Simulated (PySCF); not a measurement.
Compound: C2H7AsOSi.
Numbering: `[CH3:1][C:2](=[O:3])[SiH2:4][AsH2:5]` (hydrogens: H6, H7, H8 on C1; H9, H10 on Si4; H11, H12 on As5)

Computed by this run: PBE0-D3(BJ)/def2-SVP geometry optimisation, gas phase (PySCF 2.14.0); density fitting, grid level 1; the optimiser is geomeTRIC in internal coordinates, started from a GFN2-xTB structure with every atom displaced at random (about 0.01 Å).

Step 0: E = -72925.2473 eV
```
atom  x, y, z in Å  |  force x, y, z in eV/Å
C1     -1.9709   -0.3409   -0.0258   -0.526   1.699  -0.600
C2     -0.5902   -0.1736    0.4623    0.529   0.214  -0.435
O3     -0.2488   -0.5835    1.5404    0.315  -0.345   0.980
Si4     0.7904    0.7066   -0.6173   -1.377  -0.085   0.341
As5     2.5131    0.4361    0.8535    0.387   0.534   1.029
H6     -2.3945    0.6784   -0.2464    0.237  -0.621   0.042
H7     -1.9693   -0.8755   -0.9634   -0.061  -0.416  -0.696
H8     -2.6069   -0.8168    0.6920   -0.484  -0.589   0.739
H9      0.7357    0.0682   -1.9211    0.286  -0.404  -0.815
H10     0.2949    2.0835   -0.8292    0.167   0.450   0.014
H11     3.5485    0.8187   -0.1468    0.600   0.329  -0.478
H12     2.6914   -0.9928    0.4888   -0.073  -0.765  -0.122
```

Step 1: E = -72925.4626 eV
```
atom  x, y, z in Å  |  force x, y, z in eV/Å
C1     -2.0501   -0.3277   -0.0411   -0.025  -0.133   0.049
C2     -0.6481   -0.2024    0.4923   -0.055  -0.008   0.110
O3     -0.3327   -0.6258    1.5835   -0.009   0.045  -0.144
Si4     0.7337    0.6749   -0.5657    0.249  -0.001   0.028
As5     2.6269    0.4915    0.8410    0.171  -0.259  -0.242
H6     -2.4468    0.6697   -0.2816   -0.038   0.073  -0.008
H7     -2.0478   -0.9001   -0.9851    0.017   0.015   0.051
H8     -2.6970   -0.8248    0.7012    0.079   0.053  -0.091
H9      0.8510    0.0299   -1.9153   -0.041   0.030   0.043
H10     0.4213    2.1242   -0.7630   -0.117   0.000  -0.040
H11     3.6179    0.9016   -0.2710   -0.228  -0.071   0.154
H12     2.7652   -1.0026    0.4917   -0.003   0.256   0.091
```

Step 2: E = -72925.4727 eV
```
atom  x, y, z in Å  |  force x, y, z in eV/Å
C1     -2.0413   -0.3242   -0.0446   -0.019  -0.004   0.034
C2     -0.6432   -0.1959    0.4955    0.019   0.035  -0.050
O3     -0.3231   -0.6211    1.5830   -0.046  -0.019   0.008
Si4     0.7398    0.6793   -0.5608    0.086  -0.002   0.070
As5     2.6312    0.4801    0.8414   -0.010  -0.003  -0.027
H6     -2.4441    0.6740   -0.2846    0.004  -0.014   0.007
H7     -2.0285   -0.8949   -0.9878    0.010   0.001   0.006
H8     -2.6870   -0.8261    0.6902   -0.006   0.001  -0.008
H9      0.8404    0.0330   -1.9077   -0.005   0.014  -0.011
H10     0.3945    2.1225   -0.7608   -0.030  -0.011  -0.025
H11     3.5847    0.8826   -0.2834    0.009   0.003  -0.012
H12     2.7701   -1.0009    0.5067   -0.011  -0.002   0.007
```

**Question.** Estimate the geometry and energy of step 3. (The exact step hangs on the optimiser's Hessian estimate; all steps are aligned on step 2, rigid shifts and turns removed.)

**Answer.** E = -72925.4730 eV, largest force 0.107 eV/Å
```
atom  x, y, z in Å  |  force x, y, z in eV/Å
C1     -2.0421   -0.3248   -0.0436   -0.002   0.055  -0.080
C2     -0.6436   -0.1914    0.4938   -0.081  -0.044   0.028
O3     -0.3387   -0.6226    1.5831    0.100   0.013   0.036
Si4     0.7465    0.6827   -0.5568   -0.002  -0.013   0.054
As5     2.6394    0.4805    0.8391   -0.013   0.033   0.012
H6     -2.4494    0.6714   -0.2829   -0.008  -0.008  -0.007
H7     -2.0257   -0.8953   -0.9866   -0.009   0.000  -0.013
H8     -2.6857   -0.8299    0.6900    0.011  -0.002   0.012
H9      0.8453    0.0383   -1.9046    0.000   0.003  -0.009
H10     0.3907    2.1228   -0.7626   -0.008  -0.008  -0.009
H11     3.5869    0.8772   -0.2916    0.020   0.003  -0.019
H12     2.7699   -1.0006    0.5096   -0.009  -0.031  -0.006
```

The energy changes by -0.0004 eV. The first-order estimate −F·Δx gives -0.0022 eV and the mean of the old and new forces, exact on a quadratic surface, -0.0003 eV. The step makes an angle of 57° with the force vector and moves no atom by more than 0.016 Å.

What follows is the cost of the whole optimisation. The run took 70 s on an Arm Neoverse N1 with one thread, no GPU, shared host with 64 logical CPUs at a one-minute load of 61, and the process peaked at 0.53 GiB of memory.
